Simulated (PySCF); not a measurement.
Vertical excitation energies

Compound: BrH5PSi (charge +1).
Geometry (PBE0-D3(BJ)/def2-SVP, Å), atoms numbered from 1 in this order:
```
atom  x, y, z in Å
P1     1.091    0.040    0.130
Si2   -1.219   -0.206   -0.035
Br3   -1.735    1.529   -1.243
H4     1.783   -0.943    0.874
H5     1.700    0.048   -1.144
H6     1.441    1.276    0.718
H7    -1.671   -0.143    1.374
H8    -1.370   -1.511   -0.720
```

Method: TDDFT PBE0/def2-SVPD, vertical, gas phase, core orbitals frozen in the response in PySCF 2.14.0, density-fitted response routines. Relativistic effects, spin–orbit coupling among them, are left out although an element past zinc is present.

Q: Predict the UV-vis stick spectrum at this level.

A: 

```csv
state,λ (nm),E (eV),f,symmetry,"main configurations (H = HOMO, L = LUMO)"
S1,206.2,6.01,0.0058,A″,H→L (97%)
S2,203.1,6.10,0.019,A′,H-1→L (96%)
S3,192.1,6.45,0.0000,–,H→L+1 (98%)
S4,183.1,6.77,0.030,A′,"H-1→L+1 (52%), H→L+2 (44%)"
S5,183.1,6.77,0.036,A′,"H→L+2 (54%), H-1→L+1 (42%)"
S6,182.2,6.80,0.0024,A″,H-1→L+2 (98%)
S7,169.0,7.34,0.0008,–,"H→L+3 (88%), H→L+4 (9%)"
S8,165.7,7.48,0.023,A′,H-1→L+3 (88%)
S9,162.4,7.64,0.0049,A″,"H→L+4 (89%), H→L+3 (9%)"
S10,160.1,7.75,0.0062,A′,H-1→L+4 (92%)
```

Triplets, Tamm–Dancoff:

```tsv
state	E (eV)	λ (nm)	main configurations (H = HOMO, L = LUMO)
T1	5.63	220.1	H→L (92%)
T2	5.67	218.8	H-1→L (93%)
T3	6.27	197.7	H-1→L+1 (92%)
T4	6.32	196.2	H→L+1 (95%)
```

The lowest singlet lies at 6.01 eV (206 nm, ultraviolet) and is weak; its leading configuration is HOMO→LUMO (97%). The most intense listed level is S5 at 6.77 eV (183 nm, f = 0.036), 0.76 eV above S1. S4/S5 lie within about 0.01 eV of each other. Löwdin shares by element: HOMO bromine 80%, silicon 12%; LUMO phosphorus 31%, silicon 23%, bromine 21%, hydrogen 9% or more (atoms not listed hold the other 16%). The oscillator strengths of these states sum to 0.128; summed over the whole spectrum of an exact calculation they would give the number of electrons, 68 (Thomas–Reiche–Kuhn). The listed states span 1.73 eV, and the widest gap between neighbours is 0.53 eV (S6 to S7). Weighted by f, the mean energy of these states is 6.85 eV. The vertical ionisation energy (ΔSCF) is 15.59 eV, 7.84 eV above S10. Symmetry labels in Cs follow from the direction of the transition dipole and are given only for states with f of 0.002 or more. The window holds the lowest 10 singlets.
